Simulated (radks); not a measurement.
The numbers below are computed, except where a source is named.
Excited configurations of Nd I: one electron is placed in a higher orbital outside [Xe] 4f4 6s1. The ground configuration is [Xe] 4f4 6s2. Code: a radial shooting solver on a logarithmic mesh with Libxc functionals. Model: Dirac Kohn-Sham, LDA (Slater exchange, Perdew-Wang correlation), spin-unpolarised, spherical densities, finite nucleus; open shells fill j = l - 1/2 first; Fermi nuclear charge, rms radius 4.9123 fm. Excitation = E - E(ground); binding = E(ion) - E, where the ion is the core of charge +1; n* = 1/sqrt(2 binding) in atomic units, and the quantum defect is n - n*.

[
 {"outer orbital": "5f5/2", "excitation (eV)": "5.047", "binding (eV)": "0.938", "quantum defect": "1.191", "eigenvalue (eV)": "-0.427"},
 {"outer orbital": "6d3/2", "excitation (eV)": "4.463", "binding (eV)": "1.523", "quantum defect": "3.011", "eigenvalue (eV)": "-0.729"},
 {"outer orbital": "6f5/2", "excitation (eV)": "5.323", "binding (eV)": "0.663", "quantum defect": "1.469", "eigenvalue (eV)": "-0.373"},
 {"outer orbital": "7p1/2", "excitation (eV)": "4.386", "binding (eV)": "1.599", "quantum defect": "4.083", "eigenvalue (eV)": "-0.931"},
 {"outer orbital": "7f5/2", "excitation (eV)": "5.502", "binding (eV)": "0.483", "quantum defect": "1.693", "eigenvalue (eV)": "-0.297"}
]

The Delta-SCF ionisation energy is 5.985 eV (NIST Atomic Spectra Database: 5.525 eV, measured). Self-interaction in the functional shifts the binding energies and quantum defects, so they are the method's values and not measured ones. Spin polarisation and multiplet splitting are left out, so open shells lie too high by an amount that depends on their filling.

Beside tabulated values, note that spin-unpolarised runs miss the spin-polarisation part of the exchange energy of open shells.
